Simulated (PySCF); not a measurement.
Cl (SMILES [Cl-]), charge -1, singlet; B3LYP5/6-311G** run with PySCF.

Input for PySCF:
```python
from pyscf import gto, scf, dft

mol = gto.M(
    atom='''
Cl    0.000000    0.000000    0.000000
''',
    basis='6-311g**',
    charge=-1,
    spin=0,
    verbose=4,
)

mf = dft.RKS(mol)
mf.xc = 'b3lyp5'
mf.kernel()
```

Output, abridged:

```
PySCF version 2.14.0

[INPUT] verbose = 4
[INPUT] num. atoms = 1
[INPUT] num. electrons = 18
[INPUT] charge = -1
[INPUT] spin (= nelec alpha-beta = 2S) = 0
[INPUT] symmetry False subgroup None
[INPUT] Mole.unit = angstrom
[INPUT] Symbol           X                Y                Z      unit          X                Y                Z       unit  Magmom
[INPUT]  1 Cl     0.000000000000   0.000000000000   0.000000000000 AA    0.000000000000   0.000000000000   0.000000000000 Bohr   0.0

nuclear repulsion = 0
number of shells = 12
number of NR pGTOs = 48
number of NR cGTOs = 26
basis = 6-311g**
ecp = {}

******** <class 'pyscf.dft.rks.RKS'> ********
method = RKS
initial guess = minao
damping factor = 0
level_shift factor = 0
DIIS = <class 'pyscf.scf.diis.CDIIS'>
diis_start_cycle = 1
diis_space = 8
diis_damp = 0
SCF conv_tol = 1e-09
SCF conv_tol_grad = None
SCF max_cycles = 50
direct_scf = True
direct_scf_tol = 1e-13
XC library pyscf.dft.libxc version 7.1.2
    S. Lehtola, C. Steigemann, M. J. T. Oliveira, and M. A. L. Marques,  SoftwareX 7, 1–5 (2018)
XC functionals = b3lyp5
    P. A. M. Dirac,  Math. Proc. Cambridge Philos. Soc. 26, 376 (1930)
    F. Bloch,  Z. Phys. 57, 545 (1929)
    A. D. Becke,  Phys. Rev. A 38, 3098 (1988)
    C. Lee, W. Yang, and R. G. Parr,  Phys. Rev. B 37, 785 (1988)
    B. Miehlich, A. Savin, H. Stoll, and H. Preuss,  Chem. Phys. Lett. 157, 200 (1989)
    S. H. Vosko, L. Wilk, and M. Nusair,  Can. J. Phys. 58, 1200 (1980)
radial grids:
    Treutler-Ahlrichs [JCP 102, 346 (1995); DOI:10.1063/1.469408] (M4) radial grids

becke partition: Becke, JCP 88, 2547 (1988); DOI:10.1063/1.454033
pruning grids: <function nwchem_prune>
grids dens level: 3
symmetrized grids: False
atomic radii adjust function: <function treutler_atomic_radii_adjust>
small_rho_cutoff = 0
Set gradient conv threshold to 3.16228e-05
Initial guess from minao.
tot grids = 18880
init E= -460.010017533708
  HOMO = -0.352122272248229  LUMO = 0.267610140222683  gap/eV = 16.86378
cycle= 1 E= -460.172130287993  delta_E= -0.162  |g|= 0.416  |ddm|= 0.456
  HOMO = 0.0934886109921279  LUMO = 0.601683984270091  gap/eV = 13.82870
cycle= 2 E= -460.156024568214  delta_E= 0.0161  |g|= 0.546  |ddm|=  1.2
  HOMO = -0.00329550792404929  LUMO = 0.544188286328083  gap/eV = 14.89779
cycle= 3 E= -460.231798677361  delta_E= -0.0758  |g|= 0.0278  |ddm|= 0.571
  HOMO = -0.0113670315477641  LUMO = 0.540196071034965  gap/eV = 15.00880
cycle= 4 E= -460.232013560734  delta_E= -0.000215  |g|= 0.00181  |ddm|= 0.0316
  HOMO = -0.0120309009382714  LUMO = 0.539849824398548  gap/eV = 15.01744
cycle= 5 E= -460.23201435616  delta_E= -7.95e-07  |g|= 4.82e-05  |ddm|= 0.00199
  HOMO = -0.0120463620331107  LUMO = 0.539837318046315  gap/eV = 15.01752
cycle= 6 E= -460.232014356959  delta_E= -7.99e-10  |g|= 1.88e-06  |ddm|= 7.73e-05
  HOMO = -0.012045299100272  LUMO = 0.539837920122566  gap/eV = 15.01751
Extra cycle  E= -460.232014356959  delta_E= 6.82e-13  |g|= 2.22e-06  |ddm|= 4.74e-06
converged SCF energy = -460.232014356959
```
